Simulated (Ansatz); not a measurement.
Program: Ansatz 0.2.0.

C2H6Se2 (`C[Se][Se]C`) at its PBE0-D4/def2-TZVP geometry, where that method's forces vanish. The species carries charge 0 and has multiplicity 1.

```tsv
atom	x (Å)	y (Å)	z (Å)
C1	0.510	-0.778	1.777
Se2	1.076	-1.335	-0.004
Se3	-0.830	-0.873	-1.221
C4	-0.536	1.007	-1.650
H5	-0.374	-1.337	2.074
H6	0.315	0.292	1.795
H7	1.340	-1.011	2.447
H8	-0.527	1.606	-0.742
H9	-1.373	1.310	-2.281
H10	0.399	1.118	-2.196
```

(1) For each bond, give half the difference of the two atoms' forces along it (eV/Å; positive pushes the atoms apart) under PBE-D4, r2SCAN-D4, B3LYP-D4, ωB97M-V in def2-TZVPP. (Best estimate.)

Results:

(1) The calculation gave: 
```csv
bond,length (Å),PBE-D4,r2SCAN-D4,B3LYP-D4,ωB97M-V
C1–Se2,1.950,0.21,0.18,0.31,0.03
C1–H5,1.087,0.09,-0.04,-0.09,-0.06
C1–H6,1.088,0.09,-0.04,-0.09,-0.05
C1–H7,1.091,0.09,-0.04,-0.09,-0.05
Se2–Se3,2.308,0.25,0.06,0.33,0.01
Se3–C4,1.950,0.21,0.18,0.31,0.03
C4–H8,1.088,0.09,-0.04,-0.09,-0.05
C4–H9,1.091,0.09,-0.04,-0.09,-0.05
C4–H10,1.087,0.09,-0.04,-0.09,-0.06
```

B3LYP here is the variant with VWN-RPA as its local correlation; programs differ in this.
